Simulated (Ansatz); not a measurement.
Geometry optimisation, RKS B3LYP/def2-SVP in Ansatz.

Input:

```yaml
crystal:
  periodic: [false, false, false]
  atoms:
    - { symbol: B, position_ang: [-1.09206, 0.55317, -0.81048] }
    - { symbol: Si, position_ang: [0.78909, 0.58518, -0.44554] }
    - { symbol: Sb, position_ang: [0.89428, -1.0285, 1.58309] }
    - { symbol: H, position_ang: [-1.56476, -0.27587, -1.49098] }
    - { symbol: H, position_ang: [-1.82666, 1.28047, -0.25788] }
    - { symbol: H, position_ang: [1.46921, 1.78397, 0.07172] }
    - { symbol: H, position_ang: [1.79228, 0.01567, -1.35748] }
    - { symbol: H, position_ang: [0.2307, -2.28678, 0.65152] }
    - { symbol: H, position_ang: [-0.69208, -0.62731, 2.05602] }
basis:
  gaussian: { orbitals: def2-SVP }
hamiltonian:
  xc: b3lyp
relax:
  f_tol: 0.015
  max_steps: 40
output:
  orbitals: {}
```

Command:

```bash
$ ansatz run input.yaml --threads 1 --pin off --max-ram 2048MiB --backend cpu --events-out ev --progress --plain --runs-dir out
```

Q: Where does it end, and by what steps?

A: The run converged. The force dipped under the threshold on the way, but the program's further checks kept it going. After 17 steps the energy has fallen by 0.154 eV; H9 moved furthest, 0.71 Å.

```json
{"step": "0", "energy less start (eV)": "0.0000", "largest force component (eV/Å)": "1.085", "accepted": "yes"}
{"step": "1", "energy less start (eV)": "-0.0677", "largest force component (eV/Å)": "0.365", "accepted": "yes"}
{"step": "2", "energy less start (eV)": "-0.1352", "largest force component (eV/Å)": "0.221", "accepted": "yes"}
{"step": "3", "energy less start (eV)": "-0.1410", "largest force component (eV/Å)": "0.108", "accepted": "yes"}
{"step": "4", "energy less start (eV)": "-0.1420", "largest force component (eV/Å)": "0.062", "accepted": "yes"}
{"step": "5", "energy less start (eV)": "-0.1426", "largest force component (eV/Å)": "0.022", "accepted": "yes"}
{"step": "6", "energy less start (eV)": "-0.1434", "largest force component (eV/Å)": "0.011", "accepted": "yes"}
{"step": "7", "energy less start (eV)": "-0.1439", "largest force component (eV/Å)": "0.213", "accepted": "yes"}
{"step": "8", "energy less start (eV)": "-0.1452", "largest force component (eV/Å)": "0.114", "accepted": "yes"}
{"step": "9", "energy less start (eV)": "-0.1487", "largest force component (eV/Å)": "0.082", "accepted": "yes"}
{"step": "10", "energy less start (eV)": "-0.1476", "largest force component (eV/Å)": "0.201", "accepted": "no"}
{"step": "11", "energy less start (eV)": "-0.1504", "largest force component (eV/Å)": "0.048", "accepted": "yes"}
{"step": "12", "energy less start (eV)": "-0.1505", "largest force component (eV/Å)": "0.121", "accepted": "yes"}
{"step": "13", "energy less start (eV)": "-0.1524", "largest force component (eV/Å)": "0.090", "accepted": "yes"}
{"step": "14", "energy less start (eV)": "-0.1512", "largest force component (eV/Å)": "0.108", "accepted": "no"}
{"step": "15", "energy less start (eV)": "-0.1539", "largest force component (eV/Å)": "0.028", "accepted": "yes"}
{"step": "16", "energy less start (eV)": "-0.1541", "largest force component (eV/Å)": "0.016", "accepted": "yes"}
{"step": "17", "energy less start (eV)": "-0.1543", "largest force component (eV/Å)": "0.009", "accepted": "yes"}
```

```xyz
9
Properties=species:S:1:pos:R:3
B -1.039 0.521 -0.576
Si 0.919 0.645 -0.509
Sb 0.606 -0.903 1.624
H -1.573 -0.390 -1.158
H -1.706 1.316 0.037
H 1.587 1.902 -0.066
H 1.783 -0.088 -1.476
H 0.536 -2.312 0.636
H -1.112 -0.692 1.487
```

Whether the end is a true minimum wasn't checked by a vibrational analysis.

Run time: 2.5 min on 1 thread of AMD EPYC (Zen 3) (shared host), peak memory 0.19 GiB.
